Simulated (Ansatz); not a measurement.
```yaml
crystal:
  periodic: [false, false, false]
  atoms:
    - {symbol: K, position_ang: [0.815738, -3.028254, -2.671055]}
    - {symbol: K, position_ang: [-3.683093, 1.699659, 0.277140]}
    - {symbol: K, position_ang: [-1.116609, -1.805707, 1.230875]}
    - {symbol: K, position_ang: [0.159340, 1.414529, -1.977847]}
    - {symbol: K, position_ang: [3.349578, -0.590801, 0.613849]}
    - {symbol: K, position_ang: [0.475037, 2.310574, 2.527048]}
basis:
  gaussian: {orbitals: def2-TZVPD, initial_orbitals: start.molden}
total_charge: -1
magnetization: {spin_polarized: true, initial_magnetization: 1}
hamiltonian: {xc: {name: wB97M-V}}
scf: {omitted_lower_state_checks: [starts]}
output: {orbitals: {seedname: orbitals}}
```

The file start.molden holds the orbitals of an earlier run on this structure, at another level or in another basis.

```sh
$ ansatz run in.yaml --threads 4 --pin off --events-out ev --progress --plain --max-ram 4787MiB
```

Q: Does this run fit into the memory that it is given?

A: No. It has 216 basis functions, and Ansatz plans for 6 GiB where 5 GiB are given.
